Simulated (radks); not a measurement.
Species: Sb11+. Configuration: [Kr] 4d4 (the NIST ground configuration).

All-electron calculation, Dirac Kohn-Sham, PBE, spin-unpolarised, spherical densities, finite nucleus; open shells fill j = l - 1/2 first; Fermi nuclear charge, rms radius 4.6802 fm. Program: a radial shooting solver on a logarithmic mesh with Libxc functionals.

Energy parts (eV):
| part | energy |
|---|---|
| total | -175345.008 |
| kinetic | 185104.541 |
| electron-nucleus | -417033.241 |
| Hartree | 61015.280 |
| exchange-correlation | -4431.587 |

Orbitals (lengths in bohr, moments of r in powers of bohr; <r^-3> diverges for s and p1/2; r(90%) holds 90 % of the orbital's charge):
orbital,occ.,eigenvalue (eV),<r>,r(90%),<r^-3>
1s1/2,2,-30506.24,0.02842,0.0511,-
2s1/2,2,-4830.935,0.1222,0.189,-
2p1/2,2,-4534.216,0.1032,0.169,-
2p3/2,4,-4282.369,0.1087,0.177,4597
3s1/2,2,-1121.226,0.3295,0.485,-
3p1/2,2,-1000.106,0.3199,0.481,-
3p3/2,4,-953.3289,0.3311,0.497,871.3
3d3/2,4,-740.0542,0.3018,0.475,138.1
3d5/2,6,-730.2916,0.3053,0.480,128.6
4s1/2,2,-350.0743,0.7564,1.08,-
4p1/2,2,-307.1530,0.7820,1.13,-
4p3/2,4,-297.1834,0.8039,1.16,187.1
4d3/2,4,-226.5433,0.8665,1.28,25.22
4d5/2,0,-224.7813,0.8733,1.29,23.44

The highest occupied level is 4d3/2 at -226.54 eV. Summed over all electrons, <r^2> = 11.25 bohr^2, which gives a Langevin (diamagnetic) susceptibility term of -8.91 x 10^-6 cm^3/mol. For comparison, the ionisation energy in NIST's Atomic Spectra Database is 238 eV (theoretical). In exact Kohn-Sham theory the highest level is minus the ionisation energy, but local and semilocal functionals leave it too shallow, through self-interaction and a potential that decays too fast; potentials with the right tail come closer.

Beside tabulated values, note that spin-unpolarised runs miss the spin-polarisation part of the exchange energy of open shells.
